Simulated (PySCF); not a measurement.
Job file and geometry (Å, from GFN2-xTB) of a spin–spin coupling run on `BOC(=C)F`, C2H4BFO, PySCF 2.14.0, density-fitted response routines, B3LYP/pcJ-1 indirect spin-spin coupling, non-relativistic, gas phase; density fitting, a coarse starting grid and PySCF grid level 2 are the driver's defaults:

```
$ OMP_NUM_THREADS=1 python probes_run.py task.json out

{"job": {"kind": "j", "xc": "B3LYP", "basis": "pcJ-1"}, "charge": 0, "multiplicity": 1}
B      1.842747     0.022760     0.141142
O      0.588080     0.491866     0.093211
C     -0.542186    -0.189528    -0.063705
C     -1.750879     0.344670    -0.103640
F     -0.391887    -1.527913    -0.185567
H      2.655990     0.851019     0.288319
H      2.106238    -1.118220     0.044434
H     -2.617714    -0.273279    -0.232712
H     -1.876829     1.404618    -0.006661
```

Question: Write the output of this run.

Answer: 
```
coarse grid: 7912 points
cycle   1  E = -278.3943750719  dE =  6.615e-01  |g| = 7.634e-01  |ddm| = 2.474e+00
cycle   2  E = -278.2610573442  dE =  1.333e-01  |g| = 1.150e+00  |ddm| = 9.682e-01
cycle   3  E = -278.4940274197  dE = -2.330e-01  |g| = 8.208e-02  |ddm| = 6.193e-01
cycle   4  E = -278.4951321059  dE = -1.105e-03  |g| = 5.438e-02  |ddm| = 1.004e-01
cycle   5  E = -278.4956399457  dE = -5.078e-04  |g| = 1.218e-02  |ddm| = 3.823e-02
cycle   6  E = -278.4956667994  dE = -2.685e-05  |g| = 3.020e-03  |ddm| = 8.511e-03
cycle   7  E = -278.4956687017  dE = -1.902e-06  |g| = 1.120e-03  |ddm| = 2.448e-03
final grid: 77928 points
cycle   8  E = -278.5460649132  dE = -1.304e-04  |g| = 6.155e-03  |ddm| = 1.330e-02
cycle   9  E = -278.5460562333  dE =  8.680e-06  |g| = 8.997e-03  |ddm| = 7.742e-03
cycle  10  E = -278.5460708919  dE = -1.466e-05  |g| = 1.081e-03  |ddm| = 5.518e-03
cycle  11  E = -278.5460710902  dE = -1.983e-07  |g| = 5.995e-04  |ddm| = 1.308e-03
cycle  12  E = -278.5460711697  dE = -7.958e-08  |g| = 1.378e-04  |ddm| = 4.456e-04
cycle  13  E = -278.5460711730  dE = -3.270e-09  |g| = 2.106e-05  |ddm| = 8.288e-05
cycle  14  E = -278.5460711731  dE = -8.129e-11  |g| = 8.639e-06  |ddm| = 1.932e-05
converged SCF energy = -278.5460711731

Indirect spin-spin couplings (Hz)
  i      j    bonds     total        FC       PSO       DSO        SD
  0 B    1 O    1     -6.662   -13.108     6.849    -0.108    -0.295
  0 B    2 C    2     -2.894    -2.533     0.008    -0.133    -0.237
  0 B    3 C    3      2.778     1.790     0.581    -0.176     0.582
  0 B    4 F    3     14.639    16.302    -0.895    -0.084    -0.684
  0 B    5 H    1    151.752   151.749    -1.271     0.713     0.561
  0 B    6 H    1    151.473   151.450    -1.365     0.784     0.604
  0 B    7 H    4      1.558     1.564     0.593    -0.602     0.004
  0 B    8 H    4      0.297     0.268     0.535    -0.528     0.022
  1 O    2 C    1     24.210    20.058     4.263    -0.168     0.057
  1 O    3 C    2    -11.564   -12.147     0.926     0.031    -0.374
  1 O    4 F    2     25.708    12.433    15.995     0.123    -2.844
  1 O    5 H    2    -23.277   -24.261     0.954     0.069    -0.039
  1 O    6 H    2      1.863     0.969     0.840     0.155    -0.101
  1 O    7 H    3     -9.586    -9.830    -0.049     0.317    -0.024
  1 O    8 H    3     -2.235    -2.585     0.291    -0.004     0.063
  2 C    3 C    1    126.667   129.612    -7.945     0.279     4.722
  2 C    4 F    1   -364.139  -346.905   -19.475     0.981     1.259
  2 C    5 H    3     12.976    12.978     0.432    -0.488     0.054
  2 C    6 H    3      7.177     7.244     0.009    -0.091     0.015
  2 C    7 H    2     -2.193    -0.521    -1.284    -0.267    -0.121
  2 C    8 H    2      3.075     4.711    -1.252    -0.250    -0.134
  3 C    4 F    2     33.586    41.380   -17.940    -0.288    10.434
  3 C    5 H    4     -0.386    -0.434     0.404    -0.349    -0.007
  3 C    6 H    4     -0.314    -0.298     0.417    -0.394    -0.039
  3 C    7 H    1    175.087   173.287     0.683     0.689     0.428
  3 C    8 H    1    172.194   170.385     0.702     0.682     0.425
  4 F    6 H    4      4.581     4.847    -1.023     0.815    -0.058
  4 F    7 H    3      3.990     8.573    -3.155    -0.275    -1.154
  4 F    8 H    3     37.720    40.829    -1.203    -2.453     0.546
  5 H    6 H    2     18.437    18.326     2.071    -2.091     0.130
  5 H    7 H    5      0.466     0.523     1.294    -1.400     0.049
  5 H    8 H    5      0.236     0.344     0.721    -0.808    -0.021
  7 H    8 H    2     -4.627    -5.046     4.030    -3.690     0.079
```

Size and cost of the density-fitted run: 175 basis functions, 9.5 s wall time on 1 thread of an AMD EPYC 9R45 96-Core, shared host; peak memory 0.72 GiB.
